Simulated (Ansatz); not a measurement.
cis-Cu(NH3)2Cl2 (CuN₂Cl₂H₆), relaxed as a doublet with UKS r2SCAN-D4/def2-SVP in Ansatz, starting from the GFN2-xTB geometry. Force threshold 0.02 eV/Å.

The relaxation made no stability test and no search for a lower SCF solution. No other spin state of charge 0 was run.

Start:

```xyz
11

Cu    0.5921   -0.7019    0.1245
N    -0.5225    0.0479   -1.5136
H    -0.2369   -0.6588   -2.1923
H    -0.2263    0.9583   -1.8473
H    -1.5314    0.0319   -1.4197
N    -0.2114    0.8185    1.3602
H     0.3105    0.5812    2.2048
H    -1.2024    0.7300    1.5534
H    -0.0011    1.7745    1.0965
Cl    1.6636   -1.3793    1.9363
Cl    1.3658   -2.2024   -1.3028
```

| step | energy (eV) | largest force component (eV/Å) | SCF passes |
| --- | --- | --- | --- |
| 1 | -72747.5478 | 0.614 | 18 |
| 2 | -72747.5659 | 0.283 | 21 |
| 3 | -72747.5715 | 0.059 | 21 |
| 4 | -72747.5719 | 0.033 | 22 |
| 5 | -72747.5724 | 0.004 | 22 |
| 6 | -72747.5730 | 0.027 | 21 |
| 7 | -72747.5740 | 0.130 | 24 |
| 8 | -72747.5745 | 0.069 | 21 |
| 9 | -72747.5762 | 0.083 | 21 |
| 10 | -72747.5777 | 0.177 | 24 |
| 11 | -72747.5796 | 0.111 | 22 |
| 13 | -72747.5827 | 0.072 | 24 |
| 15 | -72747.5845 | 0.029 | 21 |
| 17 | -72747.5852 | 0.041 | 21 |
| 19 | -72747.5857 | 0.094 | 22 |
| 21 | -72747.5873 | 0.078 | 21 |
| 23 | -72747.5883 | 0.089 | 21 |
| 25 | -72747.5895 | 0.006 | 22 |
| 27 | -72747.5899 | 0.027 | 21 |
| 29 | -72747.5902 | 0.030 | 21 |
| 31 | -72747.5904 | 0.019 | 22 |
| 33 | -72747.5906 | 0.043 | 21 |
| 35 | -72747.5908 | 0.001 | 23 |

Force components are those of the run's own axes.

End:

```xyz
11

Cu    0.5481   -0.6464    0.1141
N    -0.6818   -0.1180   -1.4831
H    -0.0923   -0.5392   -2.2136
H    -0.8400    0.8642   -1.7138
H    -1.5879   -0.5905   -1.5053
N    -0.0181    0.9428    1.3374
H     0.1538    0.4568    2.2278
H    -0.9790    1.2886    1.3308
H     0.6026    1.7542    1.3032
Cl    1.0698   -1.7287    1.9873
Cl    1.8247   -1.6838   -1.3849
```

By distances, no bond broke or formed. The bond that changes most is Cu1–N2, from 2.12 to 2.08 Å (atoms count from 1).

The force fell under the threshold at step 5, but the optimiser went on and released 0.018 eV more. No frequencies were taken in this run, so the end may be a saddle point.

Hardware: 4 threads of Arm Neoverse V2 on a shared host. Wall time 2.2 min.
